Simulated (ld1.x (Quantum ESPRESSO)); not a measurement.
The numbers below are computed, except where a source is named.
**Pseudopotentials across the periodic table**

Generated with ld1.x 7.5 (TM, RRKJ, ultrasoft, PAW), atompaw 4.2 or ONCVPSP 4.0.1. The cutoff is in Ry: for ld1.x and atompaw files where the sum of valence levels is converged to 10 mRy in a Bessel basis, for ONCV files where the hardest occupied wave has 1 mHa per electron of residual kinetic energy. The error is the largest all-electron minus pseudo excitation energy over each file’s own four to seven test configurations (ionisations up to +4, promotions, holes and added fractions of an electron), all of which were solved. The labels leave out finer settings (local radius, basis sizes, second energies), which also bear on the numbers. Spin-polarised tests are not counted. The rows are a selection from randomly drawn settings: files with unsolved tests, undetermined cutoffs or missed reference levels are left out.

| element | potential | cutoff (Ry) | largest error (meV) | bound ghosts |
| --- | --- | --- | --- | --- |
| Al | TM, PBE, scalar-relativistic, rc 2.20/2.10/2.05 (spd), local smoothed, core correction yes, reference 3s2 3p1 | 10 | +7.8 | none |
| As | RRKJ, PBEsol, non-relativistic, rc 1.70/2.10/1.20 (spd), local smoothed, core correction no, reference 3d10 4s2 4p3 | 180 | -217 | none |
| Nb | TM, PBE, non-relativistic, rc 3.00/1.20/1.95 (spd), local smoothed, core correction no, reference 4p6 4d4 5s1 5p0 | 80 | +34 | none |
| W | TM, PBEsol, scalar-relativistic, rc 2.75/2.60/1.75 (spd), local s, core correction no, reference 5d4 6s1.75 6p0.25 | 30 | -50 | none |

Problem. Fill in the row for Nb: TM semilocal, PW91, scalar-relativistic, rc 2.80/2.30/1.90 (spd), local s, core correction yes, reference 4d2 5s0 5p0.

Solution. cutoff 35 Ry, largest error -647 meV, bound ghosts: none.

Problem. Fill in the row for Ga: RRKJ, PBE, scalar-relativistic, rc 1.90/1.80 (sp), local smoothed, core correction no, reference 4s2 4p1.

Solution. cutoff 35 Ry, largest error +92 meV, bound ghosts: none.

Problem. Fill in the row for Os: TM semilocal, LDA (PZ), scalar-relativistic, rc 2.60/1.50/2.30 (spd), local s, core correction no, reference 5p6 5d6 6s1.5 6p0.

Solution. cutoff 60 Ry, largest error -175 meV, bound ghosts: none.
